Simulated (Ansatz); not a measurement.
A run for Ansatz (a first-principles code): U-r2SCAN/cc-pVTZ on CH5GeN (SMILES [CH3][Ge][NH2]), a point of a bond scan (R = 0.982 Å).

Ansatz 0.2 input:
```yaml
crystal:
  periodic: [false, false, false]
  atoms:
    - {symbol: Ge, position_ang: [-0.21703830, -0.01007012, 0.44524688]}
    - {symbol: C, position_ang: [0.73026279, 1.39571344, -0.65095540]}
    - {symbol: H, position_ang: [0.42468484, 2.29671948, -0.40776979]}
    - {symbol: H, position_ang: [0.59421149, 1.25013447, -1.72469069]}
    - {symbol: H, position_ang: [1.80124161, 1.34067309, -0.42974829]}
    - {symbol: N, position_ang: [-0.03643845, -1.35482851, -0.78605328]}
    - {symbol: H, position_ang: [0.40264891, -1.26537759, -1.69147724]}
    - {symbol: H, position_ang: [-0.37011551, -2.29049868, -0.61312951]}
basis:
  gaussian:
    orbitals: cc-pVTZ
hamiltonian:
  xc: {name: r2SCAN}
magnetization: {spin_polarized: true, initial_magnetization: 0}
```

The head of its log:

```
WARN ansatz: RAYON_NUM_THREADS=1 ignored (pool sized by the plan → 1); use --threads N
Functional definition: r2SCAN
integrals: 0.09 GiB planned
996 factors; their error is unknown
mean field: 0.82 GiB planned
mean field evaluation 1: about -59111.1044 eV, gradient 6.2e1 eV
mean field evaluation 2: about -59055.9717 eV, gradient 1.1e2 eV
```

Q: What total energy does the run end on?

A: -2172.8740 hartree.
